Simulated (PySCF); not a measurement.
Si(H)2(Me)(OMe) (C2H8OSi), SMILES O(C)[SiH2]C.

Coordinates come from a PBE0-D3(BJ)/def2-SVP optimisation. The values are those of a single conformer.

All values below come from PySCF with TDA-M06-2X/def2-SVPD.

Vertical excitations. The molecule is in vacuum. State labels are in the subgroup Cs.

| state | symmetry | energy (eV) | λ (nm) | f | main pairs |
|---|---|---|---|---|---|
| S1 | A" | 7.45 | 166 | 0.006 | HOMO→LUMO+1 43 %, HOMO→LUMO 25 %, HOMO→LUMO+2 21 % |
| S2 | A" | 7.98 | 155 | 0.038 | HOMO→LUMO 52 %, HOMO→LUMO+1 31 % |
| S3 | A' | 8.18 | 151 | 0.046 | HOMO−1→LUMO+1 45 %, HOMO−1→LUMO+2 21 %, HOMO−1→LUMO 20 % |
| S4 | A" | 8.31 | 149 | 0.031 | HOMO→LUMO+2 62 %, HOMO→LUMO 16 %, HOMO→LUMO+1 9 % |
| S5 | A' | 8.56 | 145 | 0.091 | HOMO−1→LUMO 54 %, HOMO−1→LUMO+1 30 % |
| S6 | A' | 8.80 | 141 | 0.019 | HOMO−2→LUMO 27 %, HOMO−2→LUMO+1 26 %, HOMO−1→LUMO+2 19 %, HOMO−2→LUMO+2 10 % |
| S7 | A" | 8.82 | 141 | 0.045 | HOMO→LUMO+3 43 %, HOMO−3→LUMO 20 %, HOMO−3→LUMO+1 19 % |
| S8 | A" | 8.98 | 138 | 0.014 | HOMO→LUMO+4 26 %, HOMO→LUMO+3 21 %, HOMO−3→LUMO+1 17 %, HOMO−3→LUMO+2 16 % |
| S9 | A' | 9.17 | 135 | 0.219 | HOMO−1→LUMO+2 43 %, HOMO−1→LUMO 13 %, HOMO−2→LUMO+3 9 %, HOMO−2→LUMO+2 8 % |
| S10 | A" | 9.28 | 134 | 0.049 | HOMO→LUMO+4 32 %, HOMO−3→LUMO+1 31 %, HOMO→LUMO+6 9 %, HOMO→LUMO+3 7 % |
| T1 | A" | 7.16 | 173 | 0 | HOMO→LUMO+1 39 %, HOMO→LUMO+2 26 %, HOMO→LUMO 16 %, HOMO→LUMO+3 8 % |
| T2 | A" | 7.82 | 159 | 0 | HOMO→LUMO 41 %, HOMO→LUMO+1 26 %, HOMO→LUMO+4 13 % |
| T3 | A' | 7.86 | 158 | 0 | HOMO−1→LUMO+1 51 %, HOMO−1→LUMO+2 19 %, HOMO−1→LUMO+3 9 %, HOMO−1→LUMO 8 % |
| T4 | A" | 8.20 | 151 | 0 | HOMO→LUMO+2 45 %, HOMO→LUMO 30 %, HOMO→LUMO+1 9 % |
Triplets are in the Tamm–Dancoff approximation.
